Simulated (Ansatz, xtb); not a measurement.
## C3H4N2O2: 4 structures ranked

4 gas-phase structures of C3H4N2O2, from a drawn sample of its isomers (lower ones may exist). Each was relaxed with GFN2-xTB; where two conformers were screened, the lower at r2SCAN-D4/def2-SVP is listed:

A. `Nc1oncc1O`, a singlet
B. `OCc1ncno1`, a singlet
C. `COc1ncno1`, a singlet
D. `COc1nnco1`, a singlet

Task: Make a reasoned guess at their ranking by r2SCAN-D4/def2-SVP single-point energy.

Result: Calculated order at r2SCAN-D4/def2-SVP: D (0.0), C (3.5), B (4.3), A (9.3) kcal/mol. Less than 1 kcal/mol parts C and B, so the order within that pair means little.

Energies above the lowest of each column, in kcal/mol; the last columns are at PBE-D3(BJ)/def2-SVP geometries:

```csv
structure,GFN2-xTB,HF/STO-3G,r2SCAN-D4/def2-SVP,PBE-D3(BJ)/def2-SVP,CCSD(T)/def2-SVP + ΔMP2/def2-TZVPP
D,0.0,0.2,0.0,0.0,0.0
C,10.0,0.0,3.5,3.2,4.0
B,20.0,8.8,4.3,3.4,1.2
A,23.4,23.9,9.3,7.8,11.4
```

Every level run on D puts it lowest or level with the lowest. CCSD(T)/def2-SVP + ΔMP2/def2-TZVPP orders those it was run on as D (0.0), B (1.2), C (4.0), A (11.4) kcal/mol. Some further structures that were screened fall inside this span and aren't listed. Flexible structures stand in one conformer each, not always the lowest. The ΔMP2 step shifts differences by up to 3.0 kcal/mol, which makes them less sure. ΔMP2 is the change of the MP2 energy from the smaller to the larger basis.

Over these structures GFN2-xTB departs from r2SCAN-D4/def2-SVP by 5.8 kcal/mol on average once a common shift is removed. A GFN2-xTB relaxation took about 0.081 s and the r2SCAN-D4/def2-SVP energy about 1.6 s on a shared host (Ansatz 0.2.0, xtb 6.7.1).
